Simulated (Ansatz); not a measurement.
Ansatz (a first-principles code) input (CCSD(T)/cc-pV(T+d)Z):
A basis named .json is the Basis Set Exchange file of that set.

Ansatz 0.2 input:
```yaml
crystal:
  periodic: [false, false, false]
  atoms:
    - {symbol: O, position_ang: [1.55919653, -0.41113020, -0.18678721]}
    - {symbol: Si, position_ang: [0.00965688, 0.00056836, -0.01004331]}
    - {symbol: O, position_ang: [-0.89552179, -1.32599990, 0.20733186]}
    - {symbol: F, position_ang: [-0.21079318, 0.99841460, 1.20561488]}
    - {symbol: F, position_ang: [-0.40715388, 0.80802031, -1.30289704]}
    - {symbol: H, position_ang: [1.92006693, -1.12628560, 0.34196098]}
    - {symbol: H, position_ang: [-1.80313751, -1.24254486, 0.50982744]}
basis:
  gaussian:
    orbitals: cc-pV_T+d_Z.json
magnetization: {spin_polarized: false}
correlation: {method: ccsd_t, electrons: outside_noble_gas}
```

End of the output:

```
integrals: 0.67 GiB planned
1138 factors; integrals over basis functions are off by at most 9.9e-4 eV
1.02 GiB of device memory are held for the factors and their scratch space
mean field: 0.89 GiB planned
mean field evaluation 1: about -17387.1460 eV, gradient 5.3e1 eV
mean field evaluation 2: about -17387.2958 eV, gradient 5.3e1 eV
mean field evaluation 4: about -17391.5429 eV, gradient 2.4e0 eV
mean field evaluation 8: about -17391.5739 eV, gradient 1.8e-1 eV
mean field evaluation 16: about -17390.0256 eV, gradient 3.1e1 eV
mean field -17391.57395854 eV, -639.1285545443 hartree, gradient 9.6e-7 eV, S^2 0.000000; 0 other end points of the search recorded, 0 dependent functions left out
9 core orbitals not correlated
reference -17391.57395854 eV, -639.1285545443 hartree; 16, 16 occupied and 162, 162 virtual orbitals, 1138 factors
second order -29.76615123 eV of doubles, -0.00000000 eV of singles
coupled cluster: 4.85 GiB planned
cycle   1  -29.24170492 eV  change    5.2e-1 eV  update   9.7e-2
cycle   2  -29.78287817 eV  change   -5.4e-1 eV  update   2.6e-2
cycle   3  -29.90309666 eV  change   -1.2e-1 eV  update   1.2e-2
cycle   4  -29.88245515 eV  change    2.1e-2 eV  update   2.3e-3
cycle   5  -29.88108600 eV  change    1.4e-3 eV  update   8.8e-4
cycle   6  -29.88174823 eV  change   -6.6e-4 eV  update   2.4e-4
cycle   7  -29.88158568 eV  change    1.6e-4 eV  update   7.8e-5
cycle   8  -29.88153036 eV  change    5.5e-5 eV  update   2.2e-5
cycle   9  -29.88153321 eV  change   -2.9e-6 eV  update   8.0e-6
perturbative correction -0.93414429 eV, -0.0343291696 hartree
Total energy: -17422.38963605 eV, -640.2610098049 hartree
```
